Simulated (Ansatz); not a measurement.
Isolated molecules relaxed with PBE0-D4/def2-TZVP in Ansatz; ΔE leaves out vibrations. CCSD(T)/CBS is the MP2 limit (def2-TZVPP, def2-QZVPP) plus CCSD(T) − MP2 in def2-TZVPP, frozen cores. DFT in def2-TZVPP. HSE06 is defined as in plane-wave codes. For Br outer-core shells are correlated without core-valence functions, which leaves a few kJ/mol of doubt a bond. Scalar relativity is left out up to krypton. Each species was taken in one conformer, which may not be the lowest.

Consider the substitution at a C–B bond: `BBC(=N)O` + HBr → `N=C(O)Br` + `BB`.

Question: Is it downhill or uphill in electronic energy at CCSD(T)/CBS, and by how much? (Estimate.)

Answer: The calculation gave: Uphill: ΔE = +65.1 kJ/mol.

Question: What do these levels give: PBE-D4, PBE0-D4, ωB97M-V, PBE, PBE0, r2SCANh, r2SCAN0, HSE06, LC-ωPBE, RPA@PBE/def2-TZVPP, HF/def2-SVP, CCSD/def2-TZVPP? (Best estimate.)

Answer: The calculation gave: PBE-D4 59.5, PBE0-D4 61.9, ωB97M-V 61.7, PBE 59.0, PBE0 61.3, r2SCANh 60.7, r2SCAN0 62.0, HSE06 61.2, LC-ωPBE 63.0, RPA@PBE/def2-TZVPP 60.6, HF/def2-SVP 78.7, CCSD/def2-TZVPP 65.9 kJ/mol.

Largest T1 diagnostic among the species: 0.015.

In def2-TZVPP, CCSD(T) changes the Hartree–Fock value by −4.1 kJ/mol (the triples alone add −1.6 kJ/mol) and MP2 by −9.2 kJ/mol. From BLYP to BHLYP (50 % exact exchange), in def2-TZVPP and without D4, ΔE moves by +5.9 kJ/mol. At CCSD(T), def2-SVP lies +10.0 kJ/mol from the extrapolated value and def2-TZVPP −0.8 kJ/mol.
